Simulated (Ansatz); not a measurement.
Reaction (cleavage of the Si–Si bond): `C[SiH](S)[SiH2]Cl` + CH₃NH₂ → `CN[SiH](C)S` + `[SiH3]Cl`

Calculated with Ansatz (gas phase, PBE0-D4/def2-TZVP geometries, no zero-point term in ΔE). CCSD(T)/CBS adds triple-zeta CCSD(T) − MP2 to the extrapolated MP2 energy (def2 sets, frozen cores). This one scheme is used for every species. DFT in def2-TZVPP. Each species was taken in one conformer, which may not be the lowest.

(1) Is it downhill or uphill in electronic energy at CCSD(T)/CBS, and by how much? (Best estimate.)

(2) What do these levels give: PBE-D4, r2SCAN-D4, ωB97M-V, PBE, SCS-MP2/def2-TZVPP, MP2/CBS(def2)? (Best estimate.)

Largest T1 diagnostic among the species: 0.011.

## Answers

(1) Ansatz gave: Downhill: ΔE = -54.8 kJ/mol.

(2) Computed: PBE-D4 -34.8, r2SCAN-D4 -50.1, ωB97M-V -59.0, PBE -36.8, SCS-MP2/def2-TZVPP -64.5, MP2/CBS(def2) -60.3 kJ/mol.

In def2-TZVPP, CCSD(T) changes the Hartree–Fock value by +15.0 kJ/mol (the triples alone add +2.6 kJ/mol) and MP2 by +9.5 kJ/mol. The D4 term adds +3.6 kJ/mol with B3LYP and +2.2 kJ/mol with PBE0; it sums over pairs of atoms, weighted by their polarisabilities, and B3LYP, whose exchange is more repulsive, gets the larger term.

B3LYP here is the variant with VWN-RPA as its local correlation; programs differ in this.
